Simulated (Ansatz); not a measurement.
Level of theory: B3LYP-D3(BJ)/def2-SVP run with Ansatz (an electronic-structure program). No frequencies were computed at this level.

Ansatz 0.2 input:
```yaml
crystal:
  periodic: [false, false, false]
  atoms:
    - { symbol: O, position_ang: [-1.973123, 2.025064, -1.09901] }
    - { symbol: C, position_ang: [-2.133793, 1.035411, -0.427355] }
    - { symbol: C, position_ang: [-1.103369, 0.041209, -0.212309] }
    - { symbol: C, position_ang: [-1.276813, -1.150524, 0.402243] }
    - { symbol: C, position_ang: [-0.115668, -2.016032, 0.465399] }
    - { symbol: C, position_ang: [1.009439, -1.549625, -0.102456] }
    - { symbol: Si, position_ang: [0.689309, 0.177564, -0.807513] }
    - { symbol: C, position_ang: [1.668696, 1.429411, 0.330241] }
    - { symbol: F, position_ang: [1.245944, 1.40436, 1.608796] }
    - { symbol: F, position_ang: [1.58046, 2.703218, -0.07908] }
    - { symbol: F, position_ang: [2.986648, 1.140783, 0.368258] }
    - { symbol: H, position_ang: [-3.103079, 0.823306, 0.064559] }
    - { symbol: H, position_ang: [-2.21789, -1.469585, 0.826624] }
    - { symbol: H, position_ang: [-0.191841, -2.975945, 0.953891] }
    - { symbol: H, position_ang: [1.927864, -2.1106, -0.101869] }
    - { symbol: H, position_ang: [1.007216, 0.491984, -2.19042] }
basis:
  gaussian: { orbitals: def2-svp }
hamiltonian:
  xc: b3lyp
  dispersion: d3bj
relax:
  max_steps: 150
```

Output:

```
Functional definition: B3LYP
2007 factors; integrals over basis functions are off by at most 4.9e-4 eV
mean field evaluation 1: about -24352.6020 eV, gradient 6.9e1 eV
mean field evaluation 2: about -24343.6155 eV, gradient 9.7e1 eV
mean field evaluation 4: about -24362.6956 eV, gradient 7.6e0 eV
mean field evaluation 8: about -24362.8679 eV, gradient 3.5e-1 eV
mean field evaluation 16: about -24362.8682 eV, gradient 1.5e-4 eV
mean field -24362.86824704 eV, -895.3188943336 hartree, gradient 3.2e-5 eV, S^2 0.000000; 0 other end points of the search recorded, 0 dependent functions left out
reference -24362.86851072 eV, -895.3189040235 hartree; 45, 45 occupied and 138, 138 virtual orbitals, 2007 factors
relax step   1: F+E_penalty+E_count = -24363.69907716 eV  Δ(F+E_penalty+E_count) = +0.000e0 eV  max|allowed force component| = 1.345e0 eV/Å  Δτ_max = 0.0000 Å  (31 SCF iters, accepted)
these checks for a lower state are left out or cut short: starts, cluster_reference, orbital_swaps, neighbouring_geometries, increment
2007 factors; integrals over basis functions are off by at most 5.3e-4 eV
mean field -24362.96975852 eV, -895.3226248118 hartree, gradient 1.2e-5 eV, S^2 0.000000; 0 other end points of the search recorded, 0 dependent functions left out
reference -24362.97002459 eV, -895.3226345896 hartree; 45, 45 occupied and 138, 138 virtual orbitals, 2007 factors
relax step   2: F+E_penalty+E_count = -24363.79678296 eV  Δ(F+E_penalty+E_count) = -9.771e-2 eV  max|allowed force component| = 3.383e-1 eV/Å  Δτ_max = 0.0585 Å  (33 SCF iters, accepted)
these checks for a lower state are left out or cut short: starts, cluster_reference, orbital_swaps, neighbouring_geometries, increment
2007 factors; integrals over basis functions are off by at most 5.5e-4 eV
mean field evaluation 32: about -24362.9794 eV, gradient 1.5e-5 eV
mean field -24362.97937817 eV, -895.3229783271 hartree, gradient 1.5e-5 eV, S^2 0.000000; 0 other end points of the search recorded, 0 dependent functions left out
reference -24362.97964496 eV, -895.3229881316 hartree; 45, 45 occupied and 138, 138 virtual orbitals, 2007 factors
relax step   3: F+E_penalty+E_count = -24363.80619949 eV  Δ(F+E_penalty+E_count) = -9.417e-3 eV  max|allowed force component| = 2.526e-1 eV/Å  Δτ_max = 0.0543 Å  (34 SCF iters, accepted)
these checks for a lower state are left out or cut short: starts, cluster_reference, orbital_swaps, neighbouring_geometries, increment
2007 factors; integrals over basis functions are off by at most 5.6e-4 eV
mean field -24362.98283264 eV, -895.3231052767 hartree, gradient 1.2e-5 eV, S^2 0.000000; 0 other end points of the search recorded, 0 dependent functions left out
reference -24362.98309918 eV, -895.3231150718 hartree; 45, 45 occupied and 138, 138 virtual orbitals, 2007 factors
relax step   4: F+E_penalty+E_count = -24363.80908470 eV  Δ(F+E_penalty+E_count) = -2.885e-3 eV  max|allowed force component| = 2.940e-1 eV/Å  Δτ_max = 0.0381 Å  (33 SCF iters, accepted)
these checks for a lower state are left out or cut short: starts, cluster_reference, orbital_swaps, neighbouring_geometries, increment
2007 factors; integrals over basis functions are off by at most 5.6e-4 eV
mean field -24362.98816919 eV, -895.3233013914 hartree, gradient 8.3e-6 eV, S^2 0.000000; 0 other end points of the search recorded, 0 dependent functions left out
reference -24362.98843577 eV, -895.3233111879 hartree; 45, 45 occupied and 138, 138 virtual orbitals, 2007 factors
relax step   5: F+E_penalty+E_count = -24363.81409816 eV  Δ(F+E_penalty+E_count) = -5.013e-3 eV  max|allowed force component| = 1.511e-1 eV/Å  Δτ_max = 0.0192 Å  (36 SCF iters, accepted)
these checks for a lower state are left out or cut short: starts, cluster_reference, orbital_swaps, neighbouring_geometries, increment
2007 factors; integrals over basis functions are off by at most 5.6e-4 eV
mean field -24362.99037566 eV, -895.3233824774 hartree, gradient 1.2e-5 eV, S^2 0.000000; 0 other end points of the search recorded, 0 dependent functions left out
reference -24362.99064250 eV, -895.3233922836 hartree; 45, 45 occupied and 138, 138 virtual orbitals, 2007 factors
relax step   6: F+E_penalty+E_count = -24363.81494584 eV  Δ(F+E_penalty+E_count) = -8.477e-4 eV  max|allowed force component| = 1.082e-1 eV/Å  Δτ_max = 0.0673 Å  (32 SCF iters, accepted)
these checks for a lower state are left out or cut short: starts, cluster_reference, orbital_swaps, neighbouring_geometries, increment
2007 factors; integrals over basis functions are off by at most 5.6e-4 eV
mean field -24362.99328062 eV, -895.3234892328 hartree, gradient 8.4e-6 eV, S^2 0.000000; 0 other end points of the search recorded, 0 dependent functions left out
reference -24362.99354715 eV, -895.3234990274 hartree; 45, 45 occupied and 138, 138 virtual orbitals, 2007 factors
relax step   7: F+E_penalty+E_count = -24363.81762765 eV  Δ(F+E_penalty+E_count) = -2.682e-3 eV  max|allowed force component| = 4.147e-2 eV/Å  Δτ_max = 0.0245 Å  (36 SCF iters, accepted)
these checks for a lower state are left out or cut short: starts, cluster_reference, orbital_swaps, neighbouring_geometries, increment
2007 factors; integrals over basis functions are off by at most 5.6e-4 eV
mean field evaluation 64: about -24362.9945 eV, gradient 6.2e-5 eV
mean field -24362.99445612 eV, -895.3235324318 hartree, gradient 8.2e-6 eV, S^2 0.000000; 0 other end points of the search recorded, 0 dependent functions left out
reference -24362.99472245 eV, -895.3235422192 hartree; 45, 45 occupied and 138, 138 virtual orbitals, 2007 factors
relax step   8: F+E_penalty+E_count = -24363.81872056 eV  Δ(F+E_penalty+E_count) = -1.093e-3 eV  max|allowed force component| = 1.913e-2 eV/Å  Δτ_max = 0.0346 Å  (35 SCF iters, accepted)
these checks for a lower state are left out or cut short: starts, cluster_reference, orbital_swaps, neighbouring_geometries, increment
2007 factors; integrals over basis functions are off by at most 5.6e-4 eV
mean field -24362.99522198 eV, -895.3235605766 hartree, gradient 2.6e-5 eV, S^2 0.000000; 0 other end points of the search recorded, 0 dependent functions left out
reference -24362.99548807 eV, -895.3235703553 hartree; 45, 45 occupied and 138, 138 virtual orbitals, 2007 factors
relax step   9: F+E_penalty+E_count = -24363.81917789 eV  Δ(F+E_penalty+E_count) = -4.573e-4 eV  max|allowed force component| = 5.571e-2 eV/Å  Δτ_max = 0.0513 Å  (32 SCF iters, accepted)
these checks for a lower state are left out or cut short: starts, cluster_reference, orbital_swaps, neighbouring_geometries, increment
2007 factors; integrals over basis functions are off by at most 5.6e-4 eV
mean field -24362.99524915 eV, -895.3235615750 hartree, gradient 1.1e-5 eV, S^2 0.000000; 0 other end points of the search recorded, 0 dependent functions left out
reference -24362.99551528 eV, -895.3235713550 hartree; 45, 45 occupied and 138, 138 virtual orbitals, 2007 factors
relax step  10: F+E_penalty+E_count = -24363.81929605 eV  Δ(F+E_penalty+E_count) = -1.182e-4 eV  max|allowed force component| = 2.557e-2 eV/Å  Δτ_max = 0.0030 Å  (26 SCF iters, accepted)
these checks for a lower state are left out or cut short: starts, cluster_reference, orbital_swaps, neighbouring_geometries, increment
2007 factors; integrals over basis functions are off by at most 5.6e-4 eV
mean field -24362.99538903 eV, -895.3235667155 hartree, gradient 8.1e-6 eV, S^2 0.000000; 0 other end points of the search recorded, 0 dependent functions left out
reference -24362.99565539 eV, -895.3235765038 hartree; 45, 45 occupied and 138, 138 virtual orbitals, 2007 factors
relax step  11: F+E_penalty+E_count = -24363.81935278 eV  Δ(F+E_penalty+E_count) = -5.673e-5 eV  max|allowed force component| = 7.935e-3 eV/Å  Δτ_max = 0.0120 Å  (34 SCF iters, accepted)
2007 factors; integrals over basis functions are off by at most 5.6e-4 eV
mean field evaluation 96: about -24362.9411 eV, gradient 2.9e-1 eV
mean field -24362.99538903 eV, -895.3235667155 hartree, gradient 8.1e-6 eV, S^2 0.000000; 1 other end points of the search recorded, 0 dependent functions left out
reference -24362.99565539 eV, -895.3235765038 hartree; 45, 45 occupied and 138, 138 virtual orbitals, 2007 factors
Total energy: -24363.81961914 eV, -895.3538566132 hartree
Atom 0 at    -1.956449     2.137962    -0.968203 Å, force     0.000401    -0.002911     0.002712 eV/Å
Atom 1 at    -2.143636     1.070375    -0.423701 Å, force     0.005037     0.003137    -0.000316 eV/Å
Atom 2 at    -1.101223     0.061556    -0.233131 Å, force    -0.003259    -0.000112    -0.001704 eV/Å
Atom 3 at    -1.298617    -1.148309     0.355953 Å, force     0.002296    -0.001223     0.003252 eV/Å
Atom 4 at    -0.125987    -2.043096     0.459071 Å, force    -0.001702     0.002322     0.000361 eV/Å
Atom 5 at     1.042998    -1.575413    -0.041871 Å, force    -0.000863    -0.000813    -0.000393 eV/Å
Atom 6 at     0.711664     0.148287    -0.713262 Å, force    -0.000326    -0.001321     0.002467 eV/Å
Atom 7 at     1.687568     1.461728     0.317639 Å, force    -0.003456    -0.002946    -0.000614 eV/Å
Atom 8 at     1.416679     1.359522     1.635266 Å, force     0.000412     0.000428     0.002185 eV/Å
Atom 9 at     1.412179     2.723033    -0.054653 Å, force    -0.000325     0.002563     0.001303 eV/Å
Atom 10 at     3.020831     1.279552     0.169328 Å, force     0.001903     0.000625    -0.000571 eV/Å
Atom 11 at    -3.156648     0.793485    -0.029078 Å, force    -0.000900    -0.000507    -0.001188 eV/Å
Atom 12 at    -2.273075    -1.467000     0.745201 Å, force    -0.000362    -0.000737    -0.001017 eV/Å
Atom 13 at    -0.234945    -3.026327     0.928236 Å, force     0.000135     0.000107     0.000460 eV/Å
Atom 14 at     1.966374    -2.156454    -0.005774 Å, force     0.000021     0.000608     0.000998 eV/Å
Atom 15 at     1.032285     0.381096    -2.141019 Å, force     0.000988     0.000780    -0.007935 eV/Å
Dipole moment:    -0.147959    -0.956407     0.103030 e Å
```

Cost: around 5 core-minutes (rough).
